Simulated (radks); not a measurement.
Dynamic dipole polarisability and lines of the mercury ion Hg+, [Xe] 4f14 5d10 6s1. All-electron calculation, scalar-relativistic Kohn-Sham, PBE, spin-polarised, spherical densities, finite nucleus; open shells are filled with parallel spins first (spin-orbit coupling, left out, can overturn this in heavy ions); Fermi nuclear charge, rms radius of each element as measured or else 0.836 A^(1/3) + 0.57 fm. Program: a radial shooting solver on a logarithmic mesh with Libxc functionals. Time-dependent linear response with the Hartree and adiabatic LDA kernel, continuum included through the Sternheimer equations, no spin-orbit coupling, so fine structure and intercombination lines are absent. Lines are the poles of the dipole polarisability below minus the highest occupied eigenvalue, found on a grid refined at the orbital gaps; the lowest seven at most are given, and weak or close lines can be missed. The first line takes the name of the lowest orbital gap if no other gap lies below it; otherwise a line is named after a gap within 0.6 % of it, if that gap stands alone.

photon energy (eV),alpha (bohr^3)
0,18.70
0.743,18.80
2.229,19.64
3.715,21.78
5.201,27.04
6.687,49.92
8.173,-30.88
9.659,6.502
11.145,21.64
12.631,-34.44
14.117,-8.244

Lines (eV, oscillator strength): 7.545 (164.3 nm, 6s-6p), f = 0.609; 11.068 (112.0 nm, unassigned), f = 0.0120; 12.139 (102.1 nm, unassigned), f = 0.759; 12.949 (95.75 nm, 6s-7p), f = 0.0886; 14.015 (88.47 nm, 6s-8p), f = 0.00424. Higher lines, where found, are left out when the end of the mesh affects them. Those listed give 65 % of the static polarisability (sum of f/w^2). Orbital energy gaps for comparison: 6s-6p 7.315 eV; 5d-6p 11.213 eV; 5d-6p down 11.654 eV; 6s-7p 12.925 eV; 6s-8p 14.018 eV. At laser wavelengths: 1550 nm 18.81, 1064 nm 18.94, 780 nm 19.16, 532 nm 19.74, 355 nm 21.33, 266 nm 24.49, 193 nm 41.56 bohr^3. Measured terms reached by dipole lines (averaged over J; NIST Handbook of Basic Atomic Spectroscopic Data, eV): 6s-6p 7.138; 6s-7p 13.731; those above the model threshold have no computed partner.
